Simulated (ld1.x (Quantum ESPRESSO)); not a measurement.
# Ho TM: all-electron and pseudo phase curves

ld1.x (Quantum ESPRESSO) 7.5 input, shortened:

```
&input
   title='Ho', zed=67., rel=2, dft='PBESOL', iswitch=3,
   config='[Xe] 4f11 5d0 6s2 6p0', rel_dist='average'
 /
 &inputp
   pseudotype=2, tm=.true., lloc=0,
   nlcc=.true.
 /
4
6P  2  1   0.00   0.00  3.75  3.75  0.0
5D  3  2   0.00   0.00  3.05  3.05  0.0
4F  4  3  11.00   0.00  1.35  1.35  0.0
6S  1  0   2.00   0.00  3.45  3.45  0.0
 &test
   configts(1)='4f11 5d0 6s2 6p0'
 /
```

Open shells are filled in proportion to 2j + 1 (rel_dist='average').

The phase is arctan(r·u′/u) with u = r·R(r), unwrapped; energies in Ry, scanned from -2 to 5 Ry. A pole is an energy at which the radial function vanishes at the test radius. The pseudo phase is shifted by a multiple of π to meet the all-electron one at the reference energy, and phase errors are pseudo minus all-electron; the curves can meet again beyond the range given. Levels narrower than the energy grid can be missing from the lists of poles. n/a: not evaluated, since a narrow level or a reset projector energy made the automatic matching unsafe.

For each channel, where are the poles, and over which energies does the pseudopotential scatter like the atom?

```tsv
channel	radius (bohr)	reference energy (Ry)	poles, all-electron	poles, pseudo	unbroken range about the reference energy with phases within 0.05 rad	phase error 1 Ry above the reference energy (rad)
s	4.06	-0.28	0.41, 3.93	0.38, 2.81	below 1.1	-0.017
p1/2	4.06	-0.10	1.01, 4.70	0.93, 3.97	below 1.5	-0.019
p3/2	4.06	-0.08	-1.78, 1.18, 5.00	1.01, 4.10	-1.7 to 1.2	-0.036
d3/2	4.06	-0.09	0.15, 2.52	0.15, 2.97	below 0.7	+0.157
d5/2	4.06	-0.07	0.18, 2.57	0.19, 3.02	below 0.7	+0.133
f5/2	4.06	-0.27	1.86, 4.78	2.45	n/a	n/a
f7/2	4.06	-0.20	-0.19, 1.88, 4.79	-0.19, 2.46	below 0.4	+0.415
```

Phases in the f7/2 channel:

| E (Ry) | all-electron | pseudo |
| --- | --- | --- |
| -2.00 | 1.412 | 1.412 |
| -1.52 | 1.393 | 1.393 |
| -1.04 | 1.367 | 1.367 |
| -0.56 | 1.322 | 1.325 |
| -0.08 | -1.872 | -1.863 |
| 0.40 | -2.097 | -2.049 |
| 0.88 | -3.429 | -2.864 |
| 1.36 | -4.502 | -4.298 |
| 1.84 | -4.703 | -4.585 |
| 2.32 | -4.827 | -4.691 |
| 2.80 | -5.065 | -4.759 |
| 3.28 | -7.032 | -4.826 |
| 3.76 | -7.671 | -4.935 |
| 4.24 | -7.787 | -5.306 |
| 4.72 | -7.846 | -7.196 |
